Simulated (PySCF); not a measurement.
**Excited states of Ne (neon, neutral)**

Ground state [Ne], ¹S. All numbers are calculated (PySCF 2.14, no relativity, point nucleus, in def2-TZVPPD with one added diffuse shell each of s, p, d type (7s5p4d1f, 49 functions)). Vertical excitation energies in eV without spin-orbit coupling; excited terms of each kind are numbered among those the solver found. Frozen: 1s2.

```
 term  leading excitation  EOM-EE-CCSD
1 3P°              2p → s       16.372
1 1P°              2p → s       16.582
 1 3S              2p → p       18.066
 1 3D              2p → p       18.281
 1 1D              2p → p       18.341
 1 3P              2p → p       18.383
 1 1P              2p → p       18.387
 1 1S              2p → p       18.658
2 3P°              2p → d       20.666
1 3F°              2p → d       20.711
1 1F°              2p → d       20.714
2 1P°              2p → d       20.719
 2 3S              2p → p       20.737
 2 1D              2p → p       21.148
```

The solver can miss terms. Rydberg members are limited by the diffuse functions of the basis.
